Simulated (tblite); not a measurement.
Computed with GFN2-xTB (tblite): harmonic, unscaled wavenumbers at the GFN2-xTB geometry, gas phase. The method is semi-empirical: single wavenumbers can be off by several per cent or more. Modes of hydrogen on phosphorus and silicon can be 10 to 20 % off. One conformer each. Thermal functions are those of the rigid rotor and harmonic oscillator, without mixing of conformers.

Problem. Order these by their zero-point energy, highest first (kJ/mol).
A. `FCC[SiH2]C(F)(F)F`
B. `CP(C)(C)=S`
C. `CC[C@@H](OC)C(=O)F`
D. `F[C@@](C(F)(F)F)([SiH3])C`
E. `C[C@@H]1[PH2+][C@@H]1C`
F. `O=S(=O)(Cl)c1cccs1`
G. `CO[C@H]1C=NN(C)C1`

Solution. G (391.2), C (354.1), E (324.5), B (293.0), A (225.8), D (219.7), F (172.5).

```json
{"SMILES": "CO[C@H]1C=NN(C)C1", "atoms": "18", "mass (u)": "114.08", "symmetry number": "1", "modes under 300 cm⁻¹": "6", "ZPE (kJ/mol)": "391.2", "S translation (J/(mol K))": "167.9", "S rotation": "117.9", "S vibration": "90.9", "S": "376.7", "Cp": "136.4"}
{"SMILES": "CC[C@@H](OC)C(=O)F", "atoms": "17", "mass (u)": "120.06", "symmetry number": "1", "modes under 300 cm⁻¹": "8", "ZPE (kJ/mol)": "354.1", "S translation (J/(mol K))": "168.6", "S rotation": "119.9", "S vibration": "114.5", "S": "402.9", "Cp": "143.9"}
{"SMILES": "C[C@@H]1[PH2+][C@@H]1C", "atoms": "15", "mass (u)": "89.05", "symmetry number": "1", "modes under 300 cm⁻¹": "6", "ZPE (kJ/mol)": "324.5", "S translation (J/(mol K))": "164.8", "S rotation": "111.3", "S vibration": "73.5", "S": "349.6", "Cp": "121.8"}
{"SMILES": "CP(C)(C)=S", "atoms": "14", "mass (u)": "108.02", "symmetry number": "3", "modes under 300 cm⁻¹": "8", "ZPE (kJ/mol)": "293.0", "S translation (J/(mol K))": "167.3", "S rotation": "104.8", "S vibration": "84.8", "S": "356.8", "Cp": "127.7"}
{"SMILES": "FCC[SiH2]C(F)(F)F", "atoms": "14", "mass (u)": "146.02", "symmetry number": "1", "modes under 300 cm⁻¹": "7", "ZPE (kJ/mol)": "225.8", "S translation (J/(mol K))": "171.0", "S rotation": "123.2", "S vibration": "133.9", "S": "428.1", "Cp": "152.0"}
{"SMILES": "C[C@@](F)([SiH3])C(F)(F)F", "atoms": "14", "mass (u)": "146.02", "symmetry number": "1", "modes under 300 cm⁻¹": "7", "ZPE (kJ/mol)": "219.7", "S translation (J/(mol K))": "171.0", "S rotation": "120.3", "S vibration": "116.4", "S": "407.7", "Cp": "157.7"}
{"SMILES": "O=S(=O)(Cl)c1cccs1", "atoms": "12", "mass (u)": "181.93", "symmetry number": "1", "modes under 300 cm⁻¹": "6", "ZPE (kJ/mol)": "172.5", "S translation (J/(mol K))": "173.8", "S rotation": "125.8", "S vibration": "106.1", "S": "405.7", "Cp": "139.5"}
```

Entropies and Cp are for 298.15 K and 1 bar.
